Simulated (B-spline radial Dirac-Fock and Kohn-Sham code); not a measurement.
## Dipole and non-dipole photoemission parameters of Cd 4s

System: atomic cadmium, configuration [Kr] 4d10 5s2; threshold 109.8 eV (tabulated edge). Level of theory: Dirac-Hartree-Slater photoionisation with a Latter tail; cross sections with all multipoles, angular parameters from the dipole term and its interference with E2; an atomic code on a B-spline grid.

For linearly polarised light dσ/dΩ = σ/(4π) [1 + β P₂(cos θ) + (δ + γ cos²θ) sin θ cos φ], with θ from the polarisation vector and φ the angle between the beam and the projection of the electron momentum on the plane normal to the polarisation.

| hν (eV) | σ (kb) | β | γ |
| --- | --- | --- | --- |
| 131 | 164 | 1.934 | -0.003 |
| 150 | 163 | 1.950 | 0.103 |
| 200 | 147 | 1.969 | 0.245 |
| 340 | ? | ? | ? |
| 530 | 49.8 | 1.987 | 0.302 |
| 540 | 48.5 | 1.987 | 0.299 |
| 1486.9 | 9.41 | 1.992 | 0.029 |
| 2160 | 4.84 | 1.993 | -0.065 |
| 2790 | 3.02 | 1.993 | -0.096 |
| 3140 | 2.41 | 1.993 | -0.097 |
| 4930 | 1.00 | 1.994 | 0.004 |
| 5414.7 | 0.831 | 1.994 | 0.049 |
| 6000 | 0.675 | 1.994 | 0.109 |
| 7470 | 0.429 | 1.994 | 0.276 |
| 8060 | 0.365 | 1.994 | 0.347 |
| 8290 | 0.344 | 1.994 | 0.374 |
| 8970 | 0.291 | 1.993 | 0.456 |
| 9160 | 0.278 | 1.993 | 0.479 |
| 11200 | 0.179 | 1.993 | 0.721 |
| 12000 | 0.154 | 1.993 | 0.815 |
| 13100 | 0.127 | 1.993 | 0.942 |

Task: Give the values at 340 eV.

Result: σ = 89.0 kb, β = 1.982, γ = 0.332. For an s subshell δ is negligible.

Values without a named source are computed, but for edge energies of neutral atoms, which are taken from tables.
